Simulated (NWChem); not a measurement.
System: CH₄OSi; SMILES O=C[SiH3]

The following NWChem deck was run.

```
start job
memory heap 200 mb stack 900 mb global 1100 mb
geometry units angstroms noautoz
  O     -0.344755    -1.686678     0.000000
  C      0.483270    -0.811339     0.000000
  Si    -0.064650     1.047660     0.000000
  H      1.579469    -1.071779     0.000000
  H     -0.889616     1.283848     1.219817
  H     -0.889616     1.283848    -1.219817
  H      1.123539     1.952976     0.000000
end
basis spherical
  * library def2-svp
end
dft
  xc pbe0
  iterations 150
  vectors input atomic output neutral.movecs
end
task dft energy
charge 1
dft
  odft
  mult 2
  vectors input atomic output cation.movecs
end
task dft energy
```

Coordinates come from a PBE0/def2-SVP optimisation.

Ions are spin-unrestricted doublets at the neutral geometry; other ion states weren't tried.

Question: Give the results of this calculation. (PBE0/def2-SVP, vertical spin-unrestricted ions.) Quantities: basis functions; vertical ionisation energy, ΔSCF (eV); −ε(HOMO) (eV).

Answer: number of basis functions: 66
vertical ionisation energy, ΔSCF (eV): 9.55
−ε(HOMO) (eV): 7.06
